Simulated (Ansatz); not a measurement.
**Which is lower?**

Two relaxed structures of CH4OTe, singlet (PBE0-D4/def2-TZVP; forces vanish, vibrations not checked).

A:

C1  (-0.702, 0.741, -0.098)
Te2  (0.826, -0.322, -1.129)
O3  (1.586, -1.180, 0.469)
H4  (-1.443, 0.054, 0.305)
H5  (-1.173, 1.406, -0.825)
H6  (-0.244, 1.332, 0.693)
H7  (1.151, -2.030, 0.585)
(Å)

B:

```xyz
7
angstrom
C -0.8073 0.5915 -0.6180
Te 1.0356 0.1197 -1.0243
O 1.9155 -1.1756 0.2401
H -1.5774 -0.1675 -0.5877
H -0.9432 1.4902 -0.0304
H 0.6492 -1.1554 -2.0317
H 1.2525 -1.7434 0.6491
```

Ansatz 0.2.0; basis: def2-TZVPP; cores frozen in the correlated methods. Filled d shells of the heavier atoms are correlated. Core potentials replace the inner electrons of the atoms past krypton. The def2 sets are not built for correlating such inner shells, so the correlated values are less sure here. B3LYP uses VWN-RPA correlation.

**Question.** Which structure is lower at CCSD(T), and by how much? (Judge from chemistry; the value comes from the calculation.)

**Answer.** The calculation gives: A, by 2.166 eV (electronic energy, against the other). By their contacts, A is CH₄OTe ([CH3][Te][OH]) and B is CH₄OTe ([CH2][TeH][OH]).

All methods give the same order:

```json
{"method": "PBE-D4", "E(B) − E(A) (eV)": "1.978"}
{"method": "r2SCAN-D4", "E(B) − E(A) (eV)": "2.075"}
{"method": "PBE0-D4", "E(B) − E(A) (eV)": "2.181"}
{"method": "B3LYP-D4", "E(B) − E(A) (eV)": "2.179"}
{"method": "wB97M-V", "E(B) − E(A) (eV)": "2.306"}
{"method": "HF", "E(B) − E(A) (eV)": "2.680"}
{"method": "MP2", "E(B) − E(A) (eV)": "2.180"}
{"method": "CCSD", "E(B) − E(A) (eV)": "2.291"}
{"method": "CCSD(T)", "E(B) − E(A) (eV)": "2.166"}
```

No T1 diagnostic of these runs exceeds 0.016. The restricted Hartree–Fock reference is unstable towards an unrestricted one at one or more of these structures.

Labels in which every atom is bracketed show which atoms are joined, not bond orders.

For scale, one of the runs: CCSD(T)/def2-TZVPP, 168 basis functions, launched by `ansatz run in.yaml --threads 2 --pin off --events-out ev --progress --plain --max-ram 4352MiB`. Hardware: 2 CPU threads of an Arm Neoverse V2, shared host. Wall time 57 s; peak host memory 1.6 GiB.
